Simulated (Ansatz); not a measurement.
`[Cl][Hf]([Cl])([Cl])[SeH]`, charge 0, multiplicity 1.

(1) Give a relaxed structure at PBE0-D4/def2-TZVP (the Gaussian-basis code of Ansatz). (Best estimate.)

Answers

(1) Ansatz gave: 
Z-matrix (Å, degrees):
```
Hf
Cl 1 2.323
Cl 1 2.316 2 111.8
Cl 1 2.323 2 108.6 3 -123.8
Se 1 2.550 2 109.5 3 116.7
H 5 1.475 1 87.5 2 59.7
```
Point group Cs.
